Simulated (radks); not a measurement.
Removal energies from the tungsten ion W13+, [Kr] 4d10 4f13 5s2, by Delta-SCF beside the eigenvalue of the level emptied. All-electron calculation, scalar-relativistic Kohn-Sham, r2SCAN, spin-polarised, spherical densities, finite nucleus; meta-GGA in the generalised Kohn-Sham scheme; Fermi nuclear charge, rms radius of each element as measured or else 0.836 A^(1/3) + 0.57 fm. Program: a radial shooting solver on a logarithmic mesh with Libxc functionals. Open shells are filled with parallel spins first.

4f: final configuration [Kr] 4d10 4f12 5s2; Delta-SCF (eV) 292.61; -eigenvalue (eV) 275.58
5s: final configuration [Kr] 4d10 4f13 5s1; Delta-SCF (eV) 310.68; -eigenvalue (eV) 300.57
4d: final configuration [Kr] 4d9 4f13 5s2; Delta-SCF (eV) 505.22; -eigenvalue (eV) 487.65
4p: final configuration [Ar] 3d10 4s2 4p5 4d10 4f13 5s2; Delta-SCF (eV) 695.27; -eigenvalue (eV) 677.40
